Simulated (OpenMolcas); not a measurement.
Sn I: effect of the basis set

```
Program             : OpenMolcas 26.06
Method              : SS-CASPT2, IPEA 0.25 Eh, imaginary shift 0.1 Eh (closed shells correlated: 4d)
Active space        : 4 electrons in 4 orbitals (5s 5p)
State averaging     : 2S+1 = 3 even, 3 roots; 2S+1 = 1 even, 6 roots; 2S+1 = 5 odd, 1 root; 2S+1 = 3 odd, 5 roots
Spin-orbit coupling : RASSI with atomic mean-field integrals over the reference wave functions, term energies averaged over their components
```

A. ANO-RCC-VDZP [6s5p3d1f], DKH2, point nucleus; CASPT2 step roughly 1.4 core-seconds
B. ANO-R1 [6s5p3d1f], X2C, finite nucleus; CASPT2 step about 2.1 core-seconds
C. ANO-RCC-VTZP [7s6p4d2f1g], DKH2, point nucleus; CASPT2 step about 2.4 core-seconds
D. ANO-R2 [7s6p4d2f1g], X2C, finite nucleus; CASPT2 step about 1.9 core-seconds
E. ANO-RCC-VQZP [8s7p5d3f2g], DKH2, point nucleus; CASPT2 step about 5 core-seconds
F. ANO-R3 [8s7p5d3f2g1h], X2C, finite nucleus; CASPT2 step about 8 core-seconds

Energies in cm-1 above 5s2 5p2 3P0, the measured ground level; measured values from NIST Handbook of Basic Atomic Spectroscopic Data.

```tsv
Level	A	B	C	D	E	F	Measured
5s2 5p2 3P0	0.0	0.0	0.0	0.0	0.0	0.0	0.0
5s2 5p2 3P1	1434	1354	1442	1455	1486	1459	1692
5s2 5p2 3P2	3130	3010	3030	3070	3040	3020	3428
5s2 5p2 1D2	9590	9840	8490	8740	7940	8080	8613
5s2 5p2 1S0	19280	19960	17700	18300	16930	17210	17162
5s 5p3 5S* 2	36330	35010	37900	38000	38470	38590	39626
```

Deviations, from unrounded energies. A percentage is the sum of absolute deviations over the sum of measured energies, with the sign that they share, or ± where signs differ.

```csv
Against measurement,Levels,A,B,C,D,E,F
mean absolute deviation (cm-1),5,1400,1900,610,700,530,450
fine structure of the ground term (%),2,-10.9,-14.7,-12.6,-11.6,-11.5,-12.4
other terms of the ground configuration (%),2,+12.0,+15.6,±2.6,+4.9,-3.5,±2.3
other configurations (%),1,-8.3,-11.7,-4.4,-4.1,-2.9,-2.6
```

F lies closest to measurement on these levels and B furthest from it. The largest miss of F in the table is 5s 5p3 5S* 2, by -1000 cm-1. The ranking rests on the paired levels alone, and a cruder setting can come out closer through cancelling errors.

Among A to F the level of the table that moves most is 5s 5p3 5S* 2, by 3600 cm-1 (lowest in B, highest in F). Moves below CASPT2's spread within the term are not significant.

CASPT2 breaks the degeneracy within a term, and the mean is taken; among the terms shown or strongly mixed into the levels shown the widest spread is 260 cm-1 (5s2 5p2 1D, C). Over all roots computed the reference weight is 0.86 to 0.93 in C, 0.87 to 0.93 in D, 0.84 to 0.93 in E, 0.84 to 0.93 in F; the roots of lowest weight are the least certain, and an intruder state may touch them. Terms of s pⁿ other than that of highest spin mix with s² pⁿ⁻² d, which this space lacks; all of them can be thousands of cm-1 off, and some have no real level of that name. Some terms miss by over 15 % even with CASPT2, which points to a basis or an active space too small for the shells correlated (holds for B). Computed and measured levels are paired by configuration, term and J; levels that our copy of the source lacks, or whose pairing is in doubt (as where it misses far off the trend of its configuration), stay unpaired and out of the deviations. Levels of configurations outside the active space are missing. Levels that lie high or do not pair safely by name in every column are left out.

* marks odd parity.
